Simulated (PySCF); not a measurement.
## Frontier levels across methods

Compound: C2H7NOSi.
Geometry (PBE0-D3(BJ)/def2-SVP, Å), atoms numbered from 1 in this order:
```xyz
12
C2H7NOSi angstrom
N     -1.8218    0.2393    0.5059
C     -0.9939   -0.7328    0.0298
O     -1.3654   -1.5744   -0.7594
C      0.4315   -0.6580    0.5338
Si     1.4702    0.6237   -0.3973
H     -1.5095    0.9630    1.1356
H     -2.7727    0.2631    0.1629
H      0.8847   -1.6476    0.3800
H      0.4704   -0.4229    1.6102
H      1.3788    0.3925   -1.8678
H      0.9741    2.0013   -0.0884
H      2.8959    0.5255    0.0380
```

Basis pcSseg-2 throughout (PySCF), one geometry. Geometry: PBE0-D3(BJ)/def2-SVP, one conformer, isolated molecule.

Question: How do the orbital energies, the gap and the dipole change with the method?

Answer: 
| method | kind | HOMO (eV) | LUMO (eV) | gap (eV) | μ (D) | SCF cycles |
| --- | --- | --- | --- | --- | --- | --- |
| BLYP | GGA | -5.75 | -0.71 | 5.04 | 3.55 | 16 |
| OPBE | GGA | -5.77 | -0.59 | 5.19 | 3.47 | 16 |
| PBE | GGA | -5.84 | -0.74 | 5.10 | 3.52 | 17 |
| B97-D | GGA | -5.85 | -0.60 | 5.25 | 3.54 | 16 |
| BP86 | GGA | -5.95 | -0.78 | 5.17 | 3.54 | 16 |
| KT3 | GGA | -6.01 | -0.86 | 5.15 | 3.47 | 17 |
| LDA | LDA | -6.01 | -0.95 | 5.07 | 3.61 | 16 |
| KT2 | GGA | -6.03 | -0.80 | 5.23 | 3.49 | 17 |
| B97-2 | global hybrid | -7.15 | 0.04 | 7.19 | 3.65 | 15 |
| B3LYP | global hybrid | -7.20 | -0.28 | 6.92 | 3.67 | 15 |
| PBE0 | global hybrid | -7.45 | 0.00 | 7.45 | 3.66 | 13 |
| mPW1PW91 | global hybrid | -7.48 | 0.01 | 7.48 | 3.67 | 13 |
| CAM-B3LYP | range-separated hybrid | -8.92 | 0.73 | 9.65 | 3.75 | 13 |
| BHandHLYP | global hybrid | -9.02 | 0.58 | 9.60 | 3.82 | 13 |
| wB97X-D | range-separated hybrid | -9.35 | 1.71 | 11.06 | 3.71 | 14 |
| LC-wPBE | range-separated hybrid | -10.23 | 1.91 | 12.14 | 3.74 | 15 |
| HF | Hartree–Fock | -11.37 | 2.30 | 13.67 | 4.01 | 11 |

The HOMO spans 5.62 eV, from BLYP down to HF, and the gap runs from 5.04 eV (BLYP) to 13.67 eV (HF). Over the methods BLYP (0 %), OPBE (0 %), PBE (0 %), B97-D (0 %), BP86 (0 %), KT3 (0 %), LDA (0 %), KT2 (0 %), B97-2 (21 %), B3LYP (20 %), PBE0 (25 %), mPW1PW91 (25 %), BHandHLYP (50 %), HF (100 %), a straight line through the gap against the share of exact exchange rises by 0.86 eV for each 10 % (correlation coefficient 0.999). The dipole ranges from 3.47 D (OPBE) to 4.01 D (HF). This basis has no diffuse functions.
